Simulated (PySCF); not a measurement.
How methods differ on the ionisation energy of Cl⁴⁺

Cl⁴⁺ [Ne] 3s2 3p1 (2P) → Cl⁵⁺ [Ne] 3s2 (1S), as a difference of total energies. Computed with PySCF 2.14 in an uncontracted even-tempered set (21 s from 0.054 bohr⁻², ratio 2.5; 13 p from 0.071 bohr⁻², ratio 2.5; 5 d from 0.92 bohr⁻², ratio 2.7; 5 f from 1.4 bohr⁻², ratio 2.7), with the spin-free X2C one-electron Hamiltonian (Gaussian nucleus). Correlated levels: outer shells: 1s2 frozen; virtual orbitals above 40 to 60 times the deepest correlated orbital energy dropped. The calculations carry no spin-orbit coupling.

```json
{"method": "UHF", "ionisation energy (eV)": "66.904"}
{"method": "LDA", "ionisation energy (eV)": "67.698"}
{"method": "PBE0", "ionisation energy (eV)": "67.733"}
{"method": "r2SCAN", "ionisation energy (eV)": "67.863"}
{"method": "B3LYP", "ionisation energy (eV)": "67.834"}
{"method": "r2SCANh", "ionisation energy (eV)": "67.852"}
{"method": "MP2 (outer shells)", "ionisation energy (eV)": "67.341"}
```

Q: Estimate what SCS-MP2 (outer shells) gives.

A: 67.312 eV, closest to MP2 (outer shells) among the rows shown.

Q: Estimate what PBE gives.

A: 67.727 eV, closest to PBE0 among the rows shown.

A first-order spin-orbit estimate (lowest level to lowest level, LS coupling) adds 0.113 eV.

For comparison: 67.68 ± 0.1 eV (semi-empirical (NIST evaluation); NIST Atomic Spectra Database, ionization energies).
